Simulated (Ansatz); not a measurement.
Consider the redistribution: `[F][In]([F])[F]` + `CO[SiH](C)O` → `[CH3][In]([F])[F]` + `CO[SiH](O)F`.

Program: Ansatz. Geometries: PBE0-D4/def2-TZVP. ΔE: electronic, gas phase. CBS: MP2 limit from def2 TZ/QZ plus the TZ coupled-cluster correction, frozen cores. Functionals use def2-TZVPP. B3LYP here is the variant with VWN-RPA as its local correlation; programs differ in this. Elements past krypton have def2 core potentials. For In outer-core shells are correlated without core-valence functions, which leaves a few kJ/mol of doubt a bond. One conformer a species, not always the lowest.

(1) Is it downhill or uphill in electronic energy at CCSD(T)/CBS, and by how much? (Best estimate.)

(2) What do these levels give: PBE-D4, ωB97X-V, ωB97M-V, B2PLYP, PBE0, B3LYP, HF/def2-TZVPP, SCS-MP2/def2-TZVPP, CCSD/def2-TZVPP, CCSD(T)/def2-TZVPP, SCS-MP2/def2-QZVPP, MP2/CBS(def2)? (Best estimate.)

Largest T1 diagnostic among the species: 0.018.

Results:

(1) The calculation gave: Downhill: ΔE = -1.37 eV.

(2) Ansatz gave: PBE-D4 -1.24, ωB97X-V -1.28, ωB97M-V -1.34, B2PLYP -1.38, PBE0 -1.33, B3LYP -1.39, HF/def2-TZVPP -1.40, SCS-MP2/def2-TZVPP -1.41, CCSD/def2-TZVPP -1.42, CCSD(T)/def2-TZVPP -1.39, SCS-MP2/def2-QZVPP -1.39, MP2/CBS(def2) -1.42 eV.

From PBE to PBE0 (25 % exact exchange), in def2-TZVPP and without D4, ΔE moves by −0.07 eV.
